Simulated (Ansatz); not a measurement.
Input file for Ansatz (a quantum-chemistry and plane-wave program): R-CCSD(T)/aug-cc-pV(T+d)Z on ClH5SSi (a complex). Files ending in .json are basis or fitting sets from the Basis Set Exchange.

Ansatz 0.2 input:
```yaml
crystal:
  periodic: [false, false, false]
  atoms:
    - {symbol: S, position_ang: [1.20144351, -0.08017689, -0.53455461]}
    - {symbol: H, position_ang: [-0.04476525, -0.52801572, -0.31494729]}
    - {symbol: H, position_ang: [0.84537292, 1.18737266, -0.27320004]}
    - {symbol: Si, position_ang: [0.70977749, 0.07335040, 3.23326009]}
    - {symbol: Cl, position_ang: [-0.98528245, 0.96309388, 2.43552327]}
    - {symbol: H, position_ang: [0.78060429, -1.31824759, 2.75476011]}
    - {symbol: H, position_ang: [0.56888002, 0.10633308, 4.70319930]}
    - {symbol: H, position_ang: [1.89040120, 0.84777983, 2.81257205]}
basis:
  gaussian:
    orbitals: aug-cc-pV_T+d_Z.json
magnetization: {spin_polarized: false}
correlation: {method: ccsd_t, electrons: outside_noble_gas}
scf: {lower_state_search: off}
```

**Question.** What total energy does the run end on?

**Answer.** -1149.5880 hartree (reference determinant -1148.9779, T1 diagnostic 0.009).

**Question.** How many basis functions does it have, and what does it roughly cost on one machine?

**Answer.** 280 functions; around 20 core-minutes (rough).
